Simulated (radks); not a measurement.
The numbers below are computed, except where a source is named.
Problem. The mean radii <r> (bohr) of the occupied orbitals of an atom or ion are listed with their occupations. Level of theory: scalar-relativistic Kohn-Sham, LB94 model potential, spin-polarised, spherical densities, finite nucleus; Fermi nuclear charge, rms radius of each element as measured or else 0.836 A^(1/3) + 0.57 fm (a radial shooting solver on a logarithmic mesh with Libxc functionals).

orbital  occ.      <r>
1s down     1  0.03700
1s up       1  0.03700
2s up       1   0.1622
2s down     1   0.1622
2p down     3   0.1412
2p up       3   0.1412
3s up       1   0.4589
3s down     1   0.4591
3p up       3   0.4620
3p down     3   0.4622
3d up       5   0.4503
3d down     5   0.4506
4s down     1    1.203
4s up       1    1.207
4p down     3    1.356
4p up       3    1.364
5s up       1    3.510
4d up       2    2.140
5s down     1    3.593

Name the element and its charge. Open shells, if any, are filled with parallel spins first.

Solution. Z = 40, zirconium, charge 0: Zr in [Kr] 4d2 5s2. The 1s radius gives Z: for a bare nucleus <r> = (2 gamma + 1)/(2Z) with gamma = sqrt(1 - (Z/c)^2), 0.03641 bohr for Z = 40, and screening makes it slightly larger (0.03700 here). The occupations add up to 40, and the charge is Z minus that.
